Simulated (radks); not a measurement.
Ionisation of neutral gallium, [Ar] 3d10 4s2 4p1, to [Ar] 3d10 4s2 as the strength of local exchange is varied. Calculated with a radial shooting solver on a logarithmic mesh with Libxc functionals: Dirac Kohn-Sham, Slater X-alpha exchange (alpha = 2/3 is LDA exchange), no correlation, spin-unpolarised, spherical densities, finite nucleus; open shells are shared between the two j in proportion to 2j + 1; Fermi nuclear charge, rms radius 3.9973 fm.

alpha  E(Ga) (hartree)  exchange (hartree)  IE (eV)  -e of the level emptied (eV)  <r> of it (bohr)
0.565      -1927.81719           -58.86313    4.343                 1.412 (4p3/2)             3.846
0.598      -1931.25845           -62.41841    4.530                 1.550 (4p3/2)             3.758
0.663      -1938.05559           -69.45865    4.911                 1.839 (4p3/2)             3.601
0.667      -1938.47469           -69.89351    4.935                 1.858 (4p3/2)             3.592
0.668      -1938.57949           -70.00226    4.941                 1.862 (4p3/2)             3.590
0.703      -1942.25090           -73.81572    5.153                 2.028 (4p3/2)             3.514
0.845      -1957.22061           -89.43433    6.059                 2.760 (4p3/2)             3.253
1.015      -1975.29831          -108.44109    7.236                 3.757 (4p3/2)             3.009

NIST Atomic Spectra Database: 5.999 eV (measured). The Delta-SCF value meets it near alpha = 0.84. Spin polarisation and multiplet splitting are left out, so open shells lie too high by an amount that depends on their filling. Sharing an open shell by 2j + 1 raises it above the true ground level by a part of the spin-orbit splitting, which enters the differences from NIST.

Beside tabulated values, note that spin-unpolarised runs miss the spin-polarisation part of the exchange energy of open shells.
